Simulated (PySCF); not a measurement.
PySCF run on Mg³⁺

File input.py (PySCF 2.14):

```python
from pyscf import gto, scf, ci

mol = gto.M(
    atom='Mg 0 0 0',
    basis='jorge-tzp-dkh',
    charge=3,
    spin=1,
    verbose=4,
)
mf = scf.UHF(mol)
mf = mf.sfx2c1e()
mf.kernel()
ci.CISD(mf, frozen=1).kernel()
mf.dip_moment()
print('orbital energies (hartree):', [e[max(0, n-3):n+3].round(4) for e, n in zip(mf.mo_energy, mol.nelec)])
```

```bash
$ OMP_NUM_THREADS=1 python input.py
```

It prints (some set-up lines and the per-cycle HOMO/LUMO lines with their warnings removed):

```
PySCF version 2.14.0

[INPUT] verbose = 4
[INPUT] num. atoms = 1
[INPUT] num. electrons = 9
[INPUT] charge = 3
[INPUT] spin (= nelec alpha-beta = 2S) = 1
[INPUT] symmetry False subgroup None
[INPUT] Mole.unit = angstrom
[INPUT] Symbol           X                Y                Z      unit          X                Y                Z       unit  Magmom
[INPUT]  1 Mg     0.000000000000   0.000000000000   0.000000000000 AA    0.000000000000   0.000000000000   0.000000000000 Bohr   0.0

nuclear repulsion = 0
number of shells = 16
number of NR pGTOs = 60
number of NR cGTOs = 40
basis = jorge-tzp-dkh
ecp = {}

******** <class 'pyscf.x2c.sfx2c1e.sfX2C1eUHF'> ********
method = sfX2C1eUHF
initial guess = minao
damping factor = 0
level_shift factor = 0
DIIS = <class 'pyscf.scf.diis.CDIIS'>
diis_start_cycle = 1
diis_space = 8
diis_damp = 0
SCF conv_tol = 1e-09
SCF conv_tol_grad = None
SCF max_cycles = 50
direct_scf = True
direct_scf_tol = 1e-13
number electrons alpha = 5  beta = 4

******** <class 'pyscf.x2c.sfx2c1e.SpinFreeX2CHelper'> ********
approx = 1e
xuncontract = 1
Set gradient conv threshold to 3.16228e-05
init E= -199.914333229244

cycle= 1 E= -196.107801026492  delta_E= 3.81  |g|= 0.793  |ddm|= 1.51
cycle= 2 E= -196.231288119999  delta_E= -0.123  |g|= 0.118  |ddm|= 0.555
cycle= 3 E= -196.232493810683  delta_E= -0.00121  |g|= 0.0104  |ddm|= 0.068
cycle= 4 E= -196.232514995203  delta_E= -2.12e-05  |g|= 0.00144  |ddm|= 0.00786
cycle= 5 E= -196.232515577929  delta_E= -5.83e-07  |g|= 0.000117  |ddm|= 0.00141
cycle= 6 E= -196.232515581978  delta_E= -4.05e-09  |g|= 7.87e-06  |ddm|= 0.000117
cycle= 7 E= -196.232515581996  delta_E= -1.8e-11  |g|= 4.79e-07  |ddm|= 7.39e-06
Extra cycle  E= -196.232515581996  delta_E= -1.14e-13  |g|= 9.52e-08  |ddm|= 3.63e-07
converged SCF energy = -196.232515581996  <S^2> = 0.75032537  2S+1 = 2.0003253

******** <class 'pyscf.ci.ucisd.UCISD'> ********
CISD nocc = (np.int64(4), np.int64(3)), nmo = (39, 39)
frozen orbitals 1
max_cycle = 50
direct = 0
conv_tol = 1e-09
max_cycle = 50
max_space = 12
lindep = 0
nroots = 1
Init t2, MP2 energy = -0.0276750740600164
UCISD converged
E(UCISD) = -196.2623789890247  E_corr = -0.02986340702861724
Dipole moment(X, Y, Z, Debye):  0.00000, -0.00000, -0.00000
orbital energies (hartree): [array([-4.3222, -4.1595, -4.1595, -0.9894, -0.7847, -0.7672]), array([-5.3929, -4.0741, -4.0741, -2.806 , -0.9785, -0.7641])]
```

In short: E(SCF) = -196.232516 Eh, 7 cycles, E(CISD) − E(SCF) = -0.02986 Eh, ⟨S²⟩ = 0.750.

Run time: 1 s on 1 thread of Arm Neoverse V2 (shared host), peak memory 0.21 GiB.

No search for the lowest solution was made.
